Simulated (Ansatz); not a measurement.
Species: SiH3S, charge 0, doublet. SiH3S (SMILES [SiH2]S, doublet).
B3LYP-D3(BJ)/def2-TZVP minimum from Ansatz (an electronic-structure program):
```xyz
5

Si    -0.7106     0.7820     0.2393
S      0.7310    -0.7147    -0.3016
H     -1.4315     0.4017     1.4861
H     -1.6529     0.8258    -0.9076
H      1.3370    -0.7402     0.8981
```
Charge 0, spin multiplicity 2.

Atomisation energy term by term, kcal/mol (programs: Ansatz). UHF or UKS for unpaired electrons; spin-orbit terms are left out. Cores are frozen in correlated methods. Rows without X2C or -DK are non-relativistic. CBS(X,Y): correlation extrapolated as X^-3, Hartree-Fock from the larger set. A bracket is a step between two methods taken in the basis named. '+ core + X2C': CCSD(T) terms for core correlation (cc-pwCVTZ, 1s frozen past Ne) and scalar relativity (cc-pVTZ-DK). Where a partner has so few electrons that a lower coupled-cluster level is exact, that level stands in.

| term | basis | kcal/mol |
|---|---|---|
| Hartree-Fock | cc-pV(Q+d)Z | 230.57 |
| CCSD correlation | CBS(cc-pV(T+d)Z,cc-pV(Q+d)Z) | 78.04 |
| (T) | CBS(cc-pV(T+d)Z,cc-pV(Q+d)Z) | 4.57 |
| CCSDT(Q) - CCSD(T) | cc-pV(T+d)Z | 0.18 |
| core correlation | cc-pwCVTZ | 0.05 |
| scalar relativity | X2C, cc-pVTZ-DK | -0.92 |
| sum: De |  | 312.5 |

The step beyond CCSD(T) by other levels: CCSDT(Q) in cc-pV(D+d)Z 0.42 kcal/mol.
